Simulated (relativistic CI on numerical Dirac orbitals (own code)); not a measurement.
One change at a time: Xe42+

Base calculation: Dirac-Coulomb-Breit CI, KLI orbitals optimised for each configuration, a model potential for QED, unscaled Slater integrals.

Configuration list (outside the closed core [Ne]): 3s2, 3s 3p, 3p2, 3s 3d, 3d2, 3p 3d, 3p 4s, 3d 4s, 3s 4s, 3s 4p, 3s 4d, 3s 4f, 3s 5s, 3s 5p, 3s 5d, 3s 5f, 4s2, 3s 5g, 3s 6s, 3s 6p, 3s 6d. Levels of other configurations are missing.

Variants: (1) QED terms removed; (2) configuration mixing switched off. Shifts of the energy above 3s2 1S_0, in eV, for the lowest level and the first level of each name with at least 55 % of one term (blank where a level changes its place among those of its configuration and J or its character, or is not in the variant):

| Level | Base | Δ(1) | Δ(2) |
| --- | --- | --- | --- |
| 3s2 1S_0 | 0.000 | 0.000 | 0.000 |
| 3s 3p 3P°_0 | 86.454 | +1.483 | -3.403 |
| 3s 3p 3P°_1 | 95.384 | +1.483 | -2.831 |
| 3s 3p 3P°_2 | 170.889 | +1.343 | -3.314 |
| 3s 3p 1P°_1 | 197.705 | +1.366 | -0.625 |
| 3p2 3P_0 | 208.529 | +2.984 | -3.968 |
| 3p2 1D_2 | 283.064 | +2.678 | +4.634 |
| 3p2 3P_1 | 284.027 | +2.864 | -3.239 |
| 3s 3d 3D_1 | 315.993 | +1.540 | -3.866 |
| 3s 3d 3D_2 | 320.644 | +1.600 | -4.980 |
| 3s 3d 3D_3 | 334.688 | +1.485 | -3.872 |
| 3s 3d 1D_2 | 343.873 | +1.839 | -2.196 |
| 3p2 1S_0 | 387.763 | +2.715 | -2.652 |
| 3p 3d 3F°_2 | 409.492 | +3.060 | -3.832 |
| 3p 3d 3D°_1 | 432.252 | +3.051 | -5.055 |
| 3p 3d 3F°_3 | 440.374 | +3.001 | -3.749 |
| 3p 3d 3P°_0 | 509.390 | +2.918 | -4.321 |
| 3p 3d 3P°_1 | 509.830 | +2.917 | -4.246 |
| 3p 3d 3F°_4 | 512.688 | +2.865 | -3.797 |
| 3p 3d 1F°_3 | 537.825 | +2.875 | -3.542 |
| 3p 3d 1P°_1 | 545.735 | +2.858 | -6.473 |
| 3d2 3F_2 | 639.868 | +3.112 | -4.129 |

At this charge energies of transitions that change n are usually good to better than 1 %, and those within a shell (Δn = 0) to a few per cent.

Ionisation energy from the two ground configurations alone: base 3242.47 eV; QED terms removed 3243.96 eV. The NIST ASD value (theoretical) is 3243 eV.

LS names give the leading component of a level, which can be under half, so a name can repeat, a term be missing and a line seem to break the LS rules.
